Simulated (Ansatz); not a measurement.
Stepwise reaction of `[NH2][Sn]([Cl])([Cl])[Cl]` with ammonia, as a gas-phase model of exchange steps in deposition or etching. ΔE in kJ/mol; ΔG adds harmonic PBE0-D4 terms to CCSD(T)/CBS, at 1 bar.

Computed with Ansatz on PBE0-D4/def2-TZVP structures; ΔE is electronic, products minus reactants. CCSD(T)/CBS is the MP2 limit (def2-TZVPP, def2-QZVPP) plus CCSD(T) − MP2 in def2-TZVPP, frozen cores. This one scheme is used for every species. Functionals use def2-TZVPP. B3LYP here is the variant with VWN-RPA as its local correlation; programs differ in this. Elements past krypton have def2 core potentials. For Sn outer-core shells are correlated without core-valence functions, which leaves a few kJ/mol of doubt a bond. One conformer a species, not always the lowest.

| step | reaction | PBE-D4 | B3LYP-D4 | ωB97M-V | CCSD(T)/CBS | ΔG(600 K) |
| --- | --- | --- | --- | --- | --- | --- |
| 1 | `[NH2][Sn]([Cl])([Cl])[Cl]` + NH₃ → `[NH2][Sn]([NH2])([Cl])[Cl]` + HCl | 75.6 | 77.6 | 76.0 | 74.2 | 73.9 |
| 2 | `[NH2][Sn]([NH2])([Cl])[Cl]` + NH₃ → `[NH2][Sn]([NH2])([NH2])[Cl]` + HCl | 89.4 | 91.7 | 89.8 | 88.0 | 79.9 |

(1) Give the row of step 3, `[NH2][Sn]([NH2])([NH2])[Cl]` + NH₃ → `[NH2][Sn]([NH2])([NH2])[NH2]` + HCl. (An estimate is asked.)

(2) By hand: ΔE of the 3 steps together at CCSD(T)/CBS.

Results:

(1) The calculation gave: 
| step | reaction | PBE-D4 | B3LYP-D4 | ωB97M-V | CCSD(T)/CBS | ΔG(600 K) |
| --- | --- | --- | --- | --- | --- | --- |
| 3 | `[NH2][Sn]([NH2])([NH2])[Cl]` + NH₃ → `[NH2][Sn]([NH2])([NH2])[NH2]` + HCl | 104.8 | 105.4 | 102.9 | 99.1 | 96.3 |

(2) (74.2) + (88.0) + (99.1) = 261.3 kJ/mol, or 87.1 kJ/mol a step.

In ΔE each step is higher than the one before. All are uphill at CCSD(T)/CBS. ΔG lies between 73.9 and 96.3 kJ/mol a step. PBE-D4 differs from CCSD(T)/CBS by 1.4 to 5.7 kJ/mol a step. Isolated molecules leave out the surface, adducts and barriers. Largest T1 diagnostic: 0.012.
